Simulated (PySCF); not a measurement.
**C₆ coefficients of unlike pairs at UHF**

Calculated with PySCF 2.14 from the dipole response of each species, C₆(A,B) = (3/π) ∫ α_A(iu) α_B(iu) du, in atomic units, from isotropic polarisabilities. For ions this is the dispersion term alone; charge-induced terms of lower order in 1/R come first.

```tsv
species	configuration	basis	relativity	α (bohr³)	C₆ (like pair)
Ni	[Ar] 3d8 4s2 (3F)	dyall-av2z (16s12p7d2f)	none	65.12	574.8
Ar+	[Ne] 3s2 3p5 (2P)	aug-cc-pV(Q+d)Z with one added diffuse shell each of s, p, d, f, g type (8s7p6d4f3g)	none	6.793	30.49
Rh(3+)	[Kr] 4d6 (5D)	def2-QZVPPD with the def2 core potential (28 electrons) (7s5p4d4f2g)	core potential	4.313	19.31
Re(2+)	[Xe] 4f14 5d5 (6S)	aug-cc-pVTZ-PP with ECP60MDF (6s6p5d3f2g)	core potential	11.08	67.76
```

Q: Estimate C₆ for Ar+ with Ni.

A: The integral gives 105.0. The combination rule 2 C_A C_B / (C_A α_B/α_A + C_B α_A/α_B) gives 99.51 and the geometric mean 132.4.

No spin-orbit coupling is included.

The other pairs:

| pair | C₆ |
| --- | --- |
| Rh(3+), Ar+ | 23.57 |
| Re(2+), Ni | 161.6 |
| Re(2+), Rh(3+) | 35.17 |
| Re(2+), Ar+ | 45.34 |
| Rh(3+), Ni | 72.76 |
